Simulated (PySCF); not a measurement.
SMILES O[Si](F)(F)F at its PBE0/def2-SVP optimised geometry (Å):

```
6

O     -1.1060    -1.1801    -1.2466
Si    -0.4910    -0.3512     0.0000
F     -0.9435     1.1801     0.0000
F     -1.0052    -1.0320     1.3414
F      1.1060    -0.3512     0.0000
H     -0.8532    -0.9512    -2.1452
```

Computed with PBE0/def2-TZVP in PySCF. Cells within 0.4 Å of a nucleus heavier than hydrogen are left out (blank, or x).

Map of the HOMO−1 amplitude (bohr^(-3/2)) on the plane z = 0.0 Å; orbital energy -11.53 eV, overall sign arbitrary:

```
|444444444444444444444444444|
|444444444444444444444444444|
|444444444444444444444444444|
|444444444444444444444444444|
|444444444444444444444444444|
|444444445555444444444444444|
|444444455666544444444444444|
|444444456897544444444444444|
|444444445xx6544444444444444|
|444444432xx3444444444444444|
|444444331xx1344444444444444|
|444444332112334445555444444|
|444444333223333346665544444|
|44444444443x33323x976544444|
|4444444444xxx320xxx86544444|
|4443334455xxx320xxx75544444|
|443333344554442100455444444|
|443333333455543222344444444|
|443333223344444333344444444|
|443333222334444433444444444|
|443333222233444444444444444|
|443333322333344444444444444|
|444333333333344444444444444|
|444433333333344444444444444|
|444443333333444444444444444|
|444444443444444444444444444|
|444444444444444444444444444|
```
Scale: ten equal steps from -0.055 (start of '0') to 0.073 (end of '9'), in the order '0123456789'; x runs from -3.50 to 3.50, y from -3.50 (bottom) to 3.50 (top).
